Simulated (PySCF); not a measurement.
# Working with the constants of TlO⁻

RHF-CCSD(T) constants of TlO⁻, ¹Σ⁺ (singlet), closed shell (basis Tl def2-SVPD with ECP60, O def2-SVPD; scalar-relativistic core potentials; PySCF 2.14; masses 204.9744 and 15.9949 u):

```
ωe              : 562.8 cm⁻¹
ωexe            : 2.69 cm⁻¹
Be              : 0.26776 cm⁻¹
αe              : 0.00176 cm⁻¹
D (centrifugal) : 2.42e-07 cm⁻¹
```

(1) Estimate the standard entropy (1 bar) and heat capacity of the ideal gas at 1500 K, rigid rotor with B0 and harmonic oscillator at the fundamental.

Correlated steps freeze 5 core orbitals. These are scalar-relativistic numbers at best; spin–orbit coupling would shift them, the dissociation energy most. The CCSD T1 diagnostic is raised, a sign that a single reference may not be enough here.

## Answers

(1) Translation (Sackur–Tetrode, M = 220.97 u): 209.8 J/(mol K). Rotation: q = kT/(σB0) = 3910 with σ = 1, 77.1. Vibration: x = hcν0/kT = 0.535, 13.62. S° = 300.5 J/(mol K); Cp = 7R/2 + 8.12 = 37.2 J/(mol K).
